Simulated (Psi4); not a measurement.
C3H13NSi2 (SMILES C[SiH2]CC[SiH2]N), singlet, at a GFN2-xTB geometry.

The Psi4 input:
```
memory 2 GB

molecule mol {
0 1
Si    2.221132    0.620549    0.074032
C     3.729205   -0.475345   -0.279469
C     0.619724   -0.383818   -0.139479
C    -0.637020    0.440975    0.145155
Si   -2.245144   -0.565403   -0.067045
N    -3.717911    0.278261    0.250617
H     2.298529    1.135890    1.449792
H     2.212698    1.762598   -0.853266
H     3.707879   -0.868912   -1.291480
H     3.775620   -1.321000    0.400400
H     4.650370    0.087262   -0.165934
H     0.629346   -1.252062    0.523042
H     0.558131   -0.781661   -1.154758
H    -0.645031    1.310306   -0.517159
H    -0.573095    0.840878    1.160280
H    -2.358033   -1.005377   -1.459934
H    -2.242521   -1.682975    0.880337
H    -4.000273    1.012242   -0.378296
H    -3.923536    0.552075    1.197590
}

set {
  basis def2-sv(p)
  reference rks
}

energy('pbe0')
print_variables()
```

Q: Estimate the nuclear repulsion energy that PBE0/def2-SV(P) (Psi4) returns for this input.

A: 354.3978 Eh

Q: Give the dipole moment at the level PBE0/def2-SV(P).

A: 0.96 D

Q: What is the computed number of basis functions (PBE0/def2-SV(P))?

A: 118

Q: Give the total energy at the level PBE0/def2-SV(P).

A: -755.105006 Ha
